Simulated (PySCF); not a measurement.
# Correlation energy of Bi(2+) (bismuth, charge +2)

[Xe] 4f14 5d10 6s2 6p1, 2P determinant. Computed with PySCF 2.14 in x2c-TZVPPall (11s7p6d3f, 83 functions), with scalar relativity by spin-free X2C-1e. Frozen: [Xe] 4f14 5d10; 3 electrons correlated.

```csv
level,correlation energy (mhartree)
CCSD,-35.96
(T),-0.35
CCSD(T),-36.31
```

Diagnostics: T1 = 0.0056, D1 = 0.0132, largest double amplitude 0.073.

Spin-orbit coupling, absent here, splits the open shell strongly.

Cost of the coupled-cluster step: about 2.3 core-seconds, for 3 correlated electrons.

Iterations:

```
CC2 = 0
CCSD nocc = (np.int64(2), np.int64(1)), nmo = (44, 44)
frozen orbitals [[0, 1, 2, 3, 4, 5, 6, 7, 8, 9, 10, 11, 12, 13, 14, 15, 16, 17, 18, 19, 20, 21, 22, 23, 24, 25, 26, 27, 28, 29, 30, 31, 32, 33, 34, 35, 36, 37, 38], [0, 1, 2, 3, 4, 5, 6, 7, 8, 9, 10, 11, 12, 13, 14, 15, 16, 17, 18, 19, 20, 21, 22, 23, 24, 25, 26, 27, 28, 29, 30, 31, 32, 33, 34, 35, 36, 37, 38]]
max_cycle = 100
direct = 0
conv_tol = 1e-08
conv_tol_normt = 1e-06
diis_space = 8
diis_start_cycle = 0
Init t2, MP2 energy = -0.0275949637385954
Init E_corr(UCCSD) = -0.02759496374059
cycle = 1  E_corr(UCCSD) = -0.0334644647038323  dE = -0.00586950096  norm(t1,t2) = 0.0327903
cycle = 2  E_corr(UCCSD) = -0.0351037916711435  dE = -0.00163932697  norm(t1,t2) = 0.0115653
cycle = 3  E_corr(UCCSD) = -0.0359652760600704  dE = -0.000861484389  norm(t1,t2) = 0.00449658
cycle = 4  E_corr(UCCSD) = -0.035954205187648  dE = 1.10708724e-05  norm(t1,t2) = 0.00042856
cycle = 5  E_corr(UCCSD) = -0.0359566812066908  dE = -2.47601904e-06  norm(t1,t2) = 4.91144e-05
cycle = 6  E_corr(UCCSD) = -0.0359563338176058  dE = 3.47389085e-07  norm(t1,t2) = 5.31372e-06
cycle = 7  E_corr(UCCSD) = -0.0359564657700418  dE = -1.31952436e-07  norm(t1,t2) = 8.67218e-07
cycle = 8  E_corr(UCCSD) = -0.035956424567338  dE = 4.12027038e-08  norm(t1,t2) = 1.9439e-07
cycle = 9  E_corr(UCCSD) = -0.0359564291142917  dE = -4.54695377e-09  norm(t1,t2) = 3.99499e-08
UCCSD converged
E(UCCSD) = -21528.35212029693  E_corr = -0.03595642911429174
UCCSD(T) correction = -0.000345106132084184
```
